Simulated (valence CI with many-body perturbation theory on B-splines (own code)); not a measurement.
## Te³⁸⁺ in brief

Method: valence CI with perturbative core correlation (CI+MBPT): four valence electrons over a frozen Dirac-Fock core [Ne], radial functions for each j: 9 s, 9 p, 8 d, 6 f, 3 g, 1 h, with the one-electron correlation potential Σ1, the two-electron term Σ2, the three-electron term Σ3, Breit, model QED; selected CI, second order for the rest, scaled by the run's own slope (own B-spline code, finite nucleus).

No measured spectrum was set against this ion. As an estimate, large intervals hold to a few tenths of a per cent, small ones and those within an open d or f shell to about a per cent.

Levels are named by their leading jj configuration (3d3/2^4 stands for four electrons in 3d with j = 3/2), which in mixed levels can hold well under half, so a name can repeat and another be missing.

Rates and lifetimes use the calculated energies. Strong lines usually hold to 10 to 20 %, long lifetimes can be off by a factor of two.

(1) What is the ground level?

(2) Where does the other parity begin?

(3) How well does LS coupling describe the low levels?

(4) What are the static dipole polarisabilities of the lowest levels?

(5) Name the longest-lived excited levels whose lifetime is computed, and their main decay.

(6) What is the ionisation energy?

(7) Among levels below 2794900 cm⁻¹, which E1 lines absorb most strongly from the ground level?

Results:

(1) (3s^2 3p1/2^2) J=0, composition 73 % 3s2.3p2 3P + 26 % 3s2.3p2 1S.

(2) At (3s 3p1/2^2 3p3/2) J=2, 1266200 cm⁻¹.

(3) Among the lowest 20 levels the leading LS term, summed over configurations, holds 62 % on average. For single configurations the figures are 56 % in LS and 81 % in jj coupling. Terms mix most in the J = 2 level at 1891400 cm⁻¹, where the leading one holds 36 %.

(4) (3s^2 3p1/2^2) J=0 0.0141; (3s^2 3p1/2 3p3/2) J=1 0.0159 (tensor 0.00069); (3s^2 3p1/2 3p3/2) J=2 0.0158 (tensor 0.0011) bohr³, of which the core gives 0.000224.

(5) (3s^2 3p1/2 3p3/2) J=2 at 541520 cm⁻¹ lives 159 μs, mostly by E2 to (3s^2 3p1/2^2) J=0; (3s^2 3p3/2 3d5/2) J=4 at 2303300 cm⁻¹ lives 745 ns, mostly by M1 to (3s^2 3p1/2 3d5/2) J=3; (3s^2 3p1/2 3p3/2) J=1 at 492500 cm⁻¹ lives 634 ns, mostly by M1 to (3s^2 3p1/2^2) J=0.

(6) 2702 eV; NIST lists 2700 ± 4 eV (theoretical).

(7) to (3s^2 3p1/2 3d3/2) J=1 at 5.493 nm, f = 0.642; to (3s 3p1/2^2 3p3/2) J=1 at 7.046 nm, f = 0.145; to (3s 3p1/2 3p3/2^2) J=1 at 5.085 nm, f = 0.0283.
